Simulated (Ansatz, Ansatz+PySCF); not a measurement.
```xyz
4

N     0.0000    0.0000   -0.2879
H     0.0000    0.0000    2.0151
B    30.0000    0.0000   -0.3131
H    30.0000    0.0000    1.5655
```

Basis set: 6-31G (spherical functions). Frozen core: 2 orbitals. Charge 0, multiplicity 3.

Computed with Ansatz (development build ahead of 0.2.0); each method stands on the lowest determinant of its kind that the runs found.

The atomization energy at this shape (free ground-state atoms in the same class of orbitals less the molecule, no zero-point energy) of triplet BNH₂:

| method | atomization energy |
| --- | --- |
| UHF-MP2 | 29.87 kcal/mol |
| UHF-CCSD(T) | 45.73 kcal/mol |

**Question.** What does UHF give?

**Answer.** 20.80 kcal/mol. Caution: the unrestricted determinant is a mixture of spin states. Caution for UHF-MP2, UHF-CCSD(T): bonds are stretched, where a single reference can fail.

This basis has no polarisation functions and is too small for such energies, which can lie far from measured ones in either direction.
